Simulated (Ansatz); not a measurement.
Reaction (ligand exchange at the Al–C bond): `[NH2][AlH][C](=O)O[SiH3]` + HCl → `[NH2][AlH][Cl]` + `O=CO[SiH3]`

Isolated molecules relaxed with PBE0-D4/def2-TZVP in Ansatz; ΔE leaves out vibrations. CCSD(T)/CBS is the MP2 limit (def2-TZVPP, def2-QZVPP) plus CCSD(T) − MP2 in def2-TZVPP, frozen cores. This one scheme is used for every species. DFT in def2-TZVPP. Each species was taken in one conformer, which may not be the lowest.

CCSD(T)/CBS gives -40.0 kcal/mol.

Another level gave -39.4 kcal/mol. Which?
A. PBE-D4/def2-TZVPP
B. SCS-MP2/def2-TZVPP
C. HF/def2-TZVPP
D. CCSD(T)/def2-TZVPP

D. CCSD(T)/def2-TZVPP -39.4, SCS-MP2/def2-TZVPP -40.9, HF/def2-TZVPP -46.3, PBE-D4 -37.5 kcal/mol.

Largest T1 diagnostic among the species: 0.016.

In def2-TZVPP, CCSD(T) changes the Hartree–Fock value by +6.8 kcal/mol (the triples alone add +1.0 kcal/mol) and MP2 by +5.3 kcal/mol. The D4 term adds +1.2 kcal/mol with B3LYP and +0.7 kcal/mol with PBE0; it sums over pairs of atoms, weighted by their polarisabilities, and B3LYP, whose exchange is more repulsive, gets the larger term.

B3LYP here is the variant with VWN-RPA as its local correlation; programs differ in this.
